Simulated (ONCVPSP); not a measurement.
**tantalum (Ta), ONCV: configuration errors across variants**

- Element: tantalum
- Generator: ONCVPSP 4.0.1
- Type: optimised norm-conserving Vanderbilt (ONCV)
- Functional: PBEsol
- Relativity: fully relativistic
- Frozen core: [Xe] 4f14
- Valence charge: 5
- Reference configuration: 5d3 6s2
- Partial waves: 6s: rc 2.65 bohr, ncon 3, nbas 7, qcut 2.5 1/bohr, local; p scattering state at 0.06 Ha: rc 2.65 bohr, ncon 4, nbas 7, qcut 2.6 1/bohr, 2 projectors, debl 3.4 Ha; 5d: rc 2.95 bohr, ncon 4, nbas 9, qcut 5.9 1/bohr, 1 projector
- Local potential: the s channel
- Core correction: Teter function fitted to the true core (icmod 2), fcfact 0.45

Open shells are filled in proportion to 2j + 1.

In the p channel the program set the typed energies aside and used 0.050, 3.450 Ha (j = l + 1/2; the other j can differ).

All-electron excitation energies from the reference (eV): (1) 5d3 6s1 8.509; (2) 5d3 6s0 23.488; (3) 5d2 6s0 47.089; (4) 5d3 6s0 6p2 8.591.

4 further variants failed, have other tests or another functional or relativity, and are left out.

A true bound ghost makes a file unfit for plane-wave use even where its test errors are small: the radial tests pick states by their node count and pass the ghost by.

Errors AE − PS in meV (a dash: test not solved or not reliable):

| change | (1) | (2) | (3) | (4) | bound ghosts | GHOST(+) flags above zero |
| --- | --- | --- | --- | --- | --- | --- |
| base | -0.6 | -11 | -173 | -12 | none | p3/2 |
| all radii but the core radius scaled by about 1.33 (s 3.52, p 3.52, d 3.92 bohr) | -0.7 | -78 | -335 | -73 | none | none |
| core correction none | -3.6 | +4.2 | -11 | -1.0 | none | p3/2 |
| s: qcut 2.6 | -1.1 | -13 | -169 | -11 | p3/2 | p3/2, p1/2 |
| p: ncon 3, nbas 6 | -0.6 | -11 | -173 | -13 | none | none |
| p: qcut 3.2 | -0.6 | -11 | -173 | -12 | p3/2 | p3/2 |

Give the same row for: s: nproj 1; local potential polynomial inside 2.60 bohr (lpopt 5, dvloc0 0 Ha).

+1.9, -4.6, -128, -8.8; bound ghosts: none; GHOST(+) flags above zero: s, p3/2, p1/2.
